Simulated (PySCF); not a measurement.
## TlB: one state, many levels of theory

State: ³Π (triplet), unpaired electrons σ ↑, π ↑. Set-up: basis Tl aug-cc-pVDZ-PP with ECP60, B aug-cc-pVDZ; scalar-relativistic core potentials; PySCF 2.14. De refers to Tl + B in their high-spin ground configurations, without counterpoise correction. The functionals are run spin-unrestricted. A positive dipole means Tl(−)B(+).

```
      Level  Re (Å)  ωe (cm⁻¹)  De (eV)  μ (D)
        UHF   2.524        345     0.81  -2.78
    UHF-MP2   2.479        367     1.35    n/a
UHF-SCS-MP2   2.490        363     1.18    n/a
   UHF-CCSD   2.509        341     1.25    n/a
UHF-CCSD(T)   2.509        338     1.34    n/a
        PBE   2.520        322     1.83  -2.24
       PW91   2.516        324     1.86  -2.22
       BLYP   2.565        301     1.59  -2.28
     r²SCAN   2.495        341     1.79  -2.19
       PBE0   2.488        346     1.67  -2.35
        M06   2.534        334     1.69  -2.60
```

Which functional lies closest to UHF-CCSD(T) in De, which farthest, and by how much do they differ from it?

Closest is BLYP (+5.6 pm in Re, -10.9 % in ωe, +0.25 eV in De against UHF-CCSD(T) in the same basis), farthest PW91 (+0.7 pm in Re, -4.1 % in ωe, +0.52 eV in De). CCSD(T) converges more slowly with the basis than the functionals do and binds too weakly in this one, so the order can change at the basis-set limit.

What does a quarter of exact exchange do here, going from PBE to PBE0?

PBE0 less PBE: -3.2 pm in Re, +7.5 % in ωe, -0.16 eV in De. Exact exchange removes part of the self-interaction that spreads semilocal densities, and in most molecules shortens and stiffens the bond and lowers De; so it does here.

What does the step from GGA to meta-GGA do here, going from PBE to r²SCAN?

r²SCAN less PBE: -2.5 pm in Re, +5.9 % in ωe, -0.04 eV in De. 

Correlated steps freeze 5 core orbitals. Correlated levels converge slowly with the basis: in double zeta they bind strong bonds too weakly, by up to about 1 eV, and carry superposition errors of some tenths. These are scalar-relativistic numbers at best; spin–orbit coupling would shift them, the dissociation energy most. The state is the lowest determinant that a PBE0 search found; another state may lie lower at other levels.

The whole job (state search and all levels along the bond) took about 3.3 min on 1 thread of Arm Neoverse V1 (shared host), peak memory 0.76 GiB.
